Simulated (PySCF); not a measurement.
# Orbital levels and atomic charges: Ga15H18N15

System: Ga15H18N15 (flake GaN sheet).

Cartesian coordinates (Å):
```
  1 N     4.810    0.851   -0.004
  2 Ga    3.209    1.754   -0.002
  3 N     1.604    0.855   -0.002
  4 Ga    1.601   -0.994   -0.001
  5 N     3.202   -1.900    0.001
  6 Ga    4.803   -0.996    0.000
  7 N    -8.021    0.860   -0.002
  8 Ga   -9.614    1.798    0.000
  9 N   -11.188    0.840    0.001
 10 Ga  -11.241   -1.005   -0.001
 11 N    -9.632   -1.887   -0.002
 12 Ga   -8.014   -0.991    0.000
 13 N    -1.603    0.855    0.003
 14 Ga   -3.208    1.755    0.000
 15 N    -4.809    0.853    0.001
 16 Ga   -4.804   -0.995    0.002
 17 N    -3.202   -1.899    0.001
 18 Ga   -1.602   -0.994    0.001
 19 Ga    0.000    1.756    0.001
 20 N    -0.001   -1.899    0.001
 21 N     8.021    0.861    0.001
 22 Ga    6.413    1.756    0.001
 23 N     6.408   -1.895    0.006
 24 Ga    8.013   -0.991    0.001
 25 N    11.189    0.841    0.001
 26 Ga    9.614    1.798    0.000
 27 N     9.632   -1.886   -0.001
 28 Ga   11.241   -1.004   -0.001
 29 Ga   -6.413    1.757   -0.001
 30 N    -6.408   -1.894    0.004
 31 H     3.210    3.310   -0.002
 32 H     3.199   -2.915    0.000
 33 H    -9.603    3.348   -0.001
 34 H   -12.070    1.350    0.003
 35 H   -12.583   -1.776   -0.003
 36 H    -9.604   -2.903   -0.002
 37 H    -3.208    3.312   -0.005
 38 H    -3.201   -2.913   -0.002
 39 H     0.001    3.312    0.001
 40 H    -0.001   -2.913    0.001
 41 H     6.412    3.314    0.003
 42 H     6.405   -2.910    0.003
 43 H    12.070    1.350   -0.002
 44 H     9.604    3.348   -0.001
 45 H     9.603   -2.902    0.002
 46 H    12.582   -1.777   -0.003
 47 H    -6.413    3.315   -0.001
 48 H    -6.404   -2.909    0.003
```

Method: PBE/def2-SVP, gas phase, PySCF, fitting set def2-universal-JFIT, grid level 1.

Spin-orbit coupling is left out, which matters for the heavier atoms here.

Give the orbital energies near the gap.


```tsv
orbital	eV
HOMO-4	-5.77
HOMO-3	-5.74
HOMO-2	-5.55
HOMO-1	-5.39
HOMO	-5.30
LUMO	-1.69
LUMO+1	-1.39
LUMO+2	-1.06
LUMO+3	-1.02
```

Give the partial charges of the non-hydrogen atoms.


```
atom  Mulliken    IAO  Hirshfeld
  N1     -0.56  -0.80      -0.38
 Ga2      0.43   0.64       0.36
  N3     -0.56  -0.80      -0.38
 Ga4      0.44   0.78       0.39
  N5     -0.39  -0.77      -0.35
 Ga6      0.44   0.78       0.39
  N7     -0.57  -0.80      -0.38
 Ga8      0.38   0.63       0.36
  N9     -0.42  -0.75      -0.34
Ga10      0.35   0.63       0.36
 N11     -0.41  -0.76      -0.35
Ga12      0.44   0.78       0.39
 N13     -0.56  -0.80      -0.38
Ga14      0.43   0.64       0.36
 N15     -0.56  -0.80      -0.38
Ga16      0.44   0.78       0.39
 N17     -0.39  -0.77      -0.35
Ga18      0.44   0.78       0.39
Ga19      0.43   0.64       0.36
 N20     -0.39  -0.77      -0.35
 N21     -0.57  -0.80      -0.38
Ga22      0.43   0.64       0.36
 N23     -0.40  -0.77      -0.35
Ga24      0.44   0.78       0.39
 N25     -0.42  -0.75      -0.34
Ga26      0.38   0.63       0.36
 N27     -0.41  -0.76      -0.35
Ga28      0.35   0.63       0.36
Ga29      0.43   0.64       0.36
 N30     -0.40  -0.77      -0.35
```
